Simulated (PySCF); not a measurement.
Dipole response of I⁻ (iodine, charge -1)

[Xe], closed-shell 1S. Computed with PySCF 2.14 in dyall-av2z, with the non-relativistic Hamiltonian (point nucleus). Coupled (time-dependent) response in atomic units; α is the mean over directions. A double-zeta set is small for polarisabilities.

| method | mean α (bohr³) | C₆ (like pair) | S(−4) |
| --- | --- | --- | --- |
| PW91 | 53.46 | 748.9 | 635.9 |

S(−4) is the Cauchy moment in α(ω) = α(0) + S(−4) ω² + …

α(iu) at PW91:

```json
{"u (hartree)": "0", "α(iu) (bohr³)": "53.46"}
{"u (hartree)": "0.0500", "α(iu) (bohr³)": "51.95"}
{"u (hartree)": "0.100", "α(iu) (bohr³)": "48.14"}
{"u (hartree)": "0.200", "α(iu) (bohr³)": "38.60"}
{"u (hartree)": "0.300", "α(iu) (bohr³)": "30.22"}
{"u (hartree)": "0.500", "α(iu) (bohr³)": "18.73"}
{"u (hartree)": "0.750", "α(iu) (bohr³)": "11.06"}
{"u (hartree)": "1.00", "α(iu) (bohr³)": "7.127"}
{"u (hartree)": "1.50", "α(iu) (bohr³)": "3.600"}
{"u (hartree)": "2.00", "α(iu) (bohr³)": "2.159"}
{"u (hartree)": "3.00", "α(iu) (bohr³)": "1.032"}
{"u (hartree)": "5.00", "α(iu) (bohr³)": "0.4056"}
```

A single London oscillator, α(iu) = α/(1 + u²/ω²), gives C₆ = (3/4) ω α². Matching the computed C₆ needs ω = 4 × 748.9 / (3 × 53.46²) = 0.349 hartree.

For an ion, C₆ is the dispersion term alone; charge-induced terms of lower order in 1/R come first.

A non-relativistic calculation at this Z misses sizeable relativistic shifts. The outer electron is barely bound at this level, so radii and moments hang on the diffuse functions.
